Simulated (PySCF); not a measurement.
Energy landscape of Cl₂Si, singlet: symmetric bend, bond length relaxed. Scanned: Cl-Si-Cl angle. Other coordinates (Si-Cl bond length) were minimised at PBE0/def2-TZVP.

The free coordinates were minimised at PBE0/def2-TZVP in PySCF; the energy column is CCSD(T) on RHF/cc-pVTZ, 15 core orbitals frozen in PySCF, in mEh.

```csv
a / °,Si-Cl bond length / Å,E
180,2.194,69.8
170,2.187,67.1
160,2.169,59.3
150,2.144,47.7
140,2.119,34.1
130,2.098,20.9
120,2.083,9.7
110,2.076,2.2
100,2.079,0.0
90,2.094,5.8
80,2.133,23.9
```
